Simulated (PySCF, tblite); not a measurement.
Isomers of C7H15 (doublet state). Method: GFN2-xTB as coded in tblite; computed harmonic values from a numerical Hessian at the method's own geometry, unscaled. The method is semi-empirical: single wavenumbers can be off by several per cent or more. One conformer each. Open shells enter through the occupations alone, without spin polarisation, and single modes of such species can be off by tens of per cent.

Electronic energies: B3LYP/pcH-1 single points on the GFN2-xTB geometries (PySCF, gas phase).

| SMILES | electronic energy, lowest = 0 (kJ/mol) |
| --- | --- |
| [CH2]C[C@@H](C)C(C)C | 21.4 |
| C[CH][C@@H](C)CCC | 0.0 |
| C[CH][C@H](C)C(C)C | 4.8 |

How do GFN2-xTB zero-point energies change the relative energies?

| SMILES | ZPE (kJ/mol) | of it from modes above 1550 cm⁻¹ | electronic (kJ/mol) | with ZPE, lowest = 0 (kJ/mol) | lowest mode (cm⁻¹) | rings |
| --- | --- | --- | --- | --- | --- | --- |
| C[CH][C@@H](C)CCC | 524.2 | 268.8 | 0.0 | 0.0 | 29 | 0 |
| C[CH][C@H](C)C(C)C | 523.4 | 269.7 | 4.8 | 4.0 | 18 | 0 |
| [CH2]C[C@@H](C)C(C)C | 523.7 | 271.1 | 21.4 | 20.9 | 68 | 0 |

The zero-point energies span 0.8 kJ/mol, from `C[CH][C@H](C)C(C)C` to `C[CH][C@@H](C)CCC`. The order is unchanged.

And how do the electronic energies of GFN2-xTB itself compare?

`C[CH][C@@H](C)CCC` 1.3; `C[CH][C@H](C)C(C)C` 0.0; `[CH2]C[C@@H](C)C(C)C` 25.6 kJ/mol, lowest = 0. Against the energies above, taken from the same isomer `C[CH][C@@H](C)CCC`, the largest difference is 6.1 kJ/mol.
